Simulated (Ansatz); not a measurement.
Program: Ansatz. Geometries: PBE0-D4/def2-TZVP. ΔE: electronic, gas phase. CCSD(T)/CBS adds triple-zeta CCSD(T) − MP2 to the extrapolated MP2 energy (def2 sets, frozen cores). DFT in def2-TZVPP. B3LYP here is the variant with VWN-RPA as its local correlation; programs differ in this. Each species was taken in one conformer, which may not be the lowest.

`BC(B)[SiH3]` + `CB(O)CO` → `BCB(C)O` + `BC(O)[SiH3]`  (redistribution)

`BC(B)[SiH3]`:

Cartesian coordinates in Å:
```
B -0.427 -1.628 0.105
C 0.063 -0.290 0.664
B -1.003 0.824 0.656
Si 0.995 0.603 -0.744
H -0.142 -2.659 0.645
H -1.120 -1.652 -0.870
H 0.714 -0.319 1.539
H -1.060 1.626 1.540
H -1.768 0.904 -0.265
H 0.656 0.055 -2.076
H 2.447 0.481 -0.468
H 0.645 2.055 -0.725
```

`CB(O)CO`:

Z-matrix (Å, degrees):
```
C
B 1 1.571
H 1 1.094 2 110.3
H 1 1.097 2 110.3 3 -116.5
H 1 1.093 2 114.4 3 122.6
O 2 1.361 1 122.7 3 -128.6
C 2 1.579 1 122.2 3 52.1
H 6 0.960 2 113.4 1 0.6
O 7 1.422 2 116.4 1 -4.4
H 7 1.103 2 109.5 1 122.5
H 7 1.096 2 108.4 1 -123.9
H 9 0.959 7 108.4 2 49.0
```

`BCB(C)O`:

Cartesian coordinates in Å:
```
B 0.549 1.360 1.183
C -0.534 0.988 0.155
B 0.047 -0.303 -0.589
C -0.431 -1.750 -0.235
O 0.993 -0.164 -1.557
H 0.540 0.902 2.289
H 1.473 2.059 0.869
H -0.674 1.766 -0.603
H -1.487 0.714 0.612
H 0.149 -2.525 -0.738
H -1.483 -1.873 -0.518
H -0.394 -1.921 0.846
H 1.253 0.748 -1.714
```

`BC(O)[SiH3]`:

Cartesian coordinates in Å:
```
B 1.071 0.675 0.824
C 0.541 -0.561 0.127
O 0.047 -1.601 0.937
Si -0.911 0.407 -0.750
H 1.607 1.506 0.145
H 0.858 0.879 1.981
H 1.139 -0.911 -0.726
H -0.443 -2.223 0.392
H -1.939 -0.636 -1.015
H -1.515 1.457 0.111
H -0.454 1.008 -2.027
```

```json
{"level": "PBE-D4", "ΔE (kJ/mol)": "17.0", "difference from CCSD(T)/CBS": "-10.0"}
{"level": "r2SCAN-D4", "ΔE (kJ/mol)": "19.9", "difference from CCSD(T)/CBS": "-7.1"}
{"level": "PBE0-D4", "ΔE (kJ/mol)": "23.0", "difference from CCSD(T)/CBS": "-4.0"}
{"level": "B3LYP-D4", "ΔE (kJ/mol)": "19.9", "difference from CCSD(T)/CBS": "-7.1"}
{"level": "ωB97X-V", "ΔE (kJ/mol)": "24.6", "difference from CCSD(T)/CBS": "-2.4"}
{"level": "ωB97M-V", "ΔE (kJ/mol)": "24.0", "difference from CCSD(T)/CBS": "-3.0"}
{"level": "B2PLYP", "ΔE (kJ/mol)": "22.9", "difference from CCSD(T)/CBS": "-4.1"}
{"level": "PBE", "ΔE (kJ/mol)": "16.5", "difference from CCSD(T)/CBS": "-10.5"}
{"level": "r2SCAN", "ΔE (kJ/mol)": "19.9", "difference from CCSD(T)/CBS": "-7.1"}
{"level": "PBE0", "ΔE (kJ/mol)": "22.6", "difference from CCSD(T)/CBS": "-4.4"}
{"level": "B3LYP", "ΔE (kJ/mol)": "18.9", "difference from CCSD(T)/CBS": "-8.1"}
{"level": "HF/def2-TZVPP", "ΔE (kJ/mol)": "28.0", "difference from CCSD(T)/CBS": "1.0"}
{"level": "MP2/def2-TZVPP", "ΔE (kJ/mol)": "29.2", "difference from CCSD(T)/CBS": "2.2"}
{"level": "SCS-MP2/def2-TZVPP", "ΔE (kJ/mol)": "28.7", "difference from CCSD(T)/CBS": "1.7"}
{"level": "CCSD/def2-TZVPP", "ΔE (kJ/mol)": "27.7", "difference from CCSD(T)/CBS": "0.7"}
{"level": "CCSD(T)/def2-TZVPP", "ΔE (kJ/mol)": "27.0", "difference from CCSD(T)/CBS": "0.0"}
{"level": "HF/def2-QZVPP", "ΔE (kJ/mol)": "28.2", "difference from CCSD(T)/CBS": "1.2"}
{"level": "MP2/def2-QZVPP", "ΔE (kJ/mol)": "29.3", "difference from CCSD(T)/CBS": "2.3"}
{"level": "SCS-MP2/def2-QZVPP", "ΔE (kJ/mol)": "28.7", "difference from CCSD(T)/CBS": "1.7"}
{"level": "HF/CBS(def2)", "ΔE (kJ/mol)": "28.2", "difference from CCSD(T)/CBS": "1.2"}
{"level": "MP2/CBS(def2)", "ΔE (kJ/mol)": "29.2", "difference from CCSD(T)/CBS": "2.2"}
{"level": "CCSD/CBS(def2)", "ΔE (kJ/mol)": "27.8", "difference from CCSD(T)/CBS": "0.8"}
{"level": "CCSD(T)/CBS", "ΔE (kJ/mol)": "27.0", "difference from CCSD(T)/CBS": "0"}
```

Largest T1 diagnostic among the species: 0.013.

From PBE to PBE0 (25 % exact exchange), in def2-TZVPP and without D4, ΔE moves by +6.1 kJ/mol.
